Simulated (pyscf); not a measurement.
# Group migration: •H₂C–CH₂–Cl → •H₂C–CH₂–Cl

Gas phase, doublet surface, charge 0. Bonds broken: C2–Cl3. Bonds formed: C1–Cl3. Optimised with ωB97X-D3(BJ)/def2-SVP in PySCF. MP2 and CC: frozen core, UHF for open shells. ΔMP2 is the change of the MP2 total energy from the triple- to the quadruple-zeta basis.

Transition state (Å):

```xyz
7

C     -1.2066    -0.0846     0.4385
C     -0.5397     0.7950    -0.3425
Cl    -1.6598    -0.9102    -1.9944
H     -2.2447     0.0907     0.7350
H     -0.7234    -0.9894     0.8179
H     -1.0177     1.7088    -0.7068
H      0.5038     0.6283    -0.6244
```

One imaginary mode, 86i cm⁻¹; descent along it reached the two sides named.

```
bond    change  reactant side (Å)  saddle  product side
------  ------  -----------------  ------  ------------
C2–Cl3  breaks              1.828     2.6           2.7
C1–Cl3   forms                2.7     2.6         1.828
```

Electronic energies relative to the reactant's lowest minimum found (kJ/mol):

| level | barrier | reaction energy | reverse barrier |
|---|---|---|---|
| ωB97X-D3(BJ)/def2-TZVP | 47.9 | 0.0 | 47.9 |
| PBE/def2-TZVP | 33.6 | 0.0 | 33.6 |
| r²SCAN/def2-TZVP | 46.3 | 0.0 | 46.3 |
| B3LYP-D3(BJ)/def2-TZVP | 25.1 | 0.0 | 25.1 |
| PBE0-D3(BJ)/def2-TZVP | 50.4 | 0.0 | 50.4 |
| M06-2X/def2-TZVP | 47.0 | 0.0 | 47.0 |
| ωB97M-D3(BJ)/def2-TZVP | 40.9 | 0.0 | 40.9 |
| HF/def2-TZVP | 64.5 | 0.0 | 64.5 |
| MP2/def2-QZVPP | 51.8 | 0.0 | 51.8 |
| CCSD/def2-TZVPP | 50.9 | 0.0 | 50.9 |
| CCSD(T)/def2-TZVPP | 46.2 | 0.0 | 46.2 |
| CCSD(T)/def2-TZVPP + ΔMP2(QZVPP) | 46.9 | 0.0 | 46.9 |

With CCSD(T)/def2-TZVPP + ΔMP2(QZVPP) energies and thermal terms (ideal gas, 1 atm, RRHO with modes under 100 cm⁻¹ raised to 100, one conformer, R ln 2 for rigid chiral ones), in kJ/mol:

```json
[
 {"T (K)": "298", "ΔH‡": "46.0", "ΔG‡": "48.0", "ΔH": "0.0", "ΔG": "0.0"},
 {"T (K)": "600", "ΔH‡": "43.7", "ΔG‡": "50.9", "ΔH": "0.0", "ΔG": "0.0"},
 {"T (K)": "900", "ΔH‡": "41.0", "ΔG‡": "55.1", "ΔH": "0.0", "ΔG": "0.0"},
 {"T (K)": "1200", "ΔH‡": "38.3", "ΔG‡": "60.2", "ΔH": "0.0", "ΔG": "0.0"}
]
```

One saddle was located; it need not be the lowest between these sides. The CCSD(T) − MP2 part came from Ansatz, without density fitting, on the same reference.
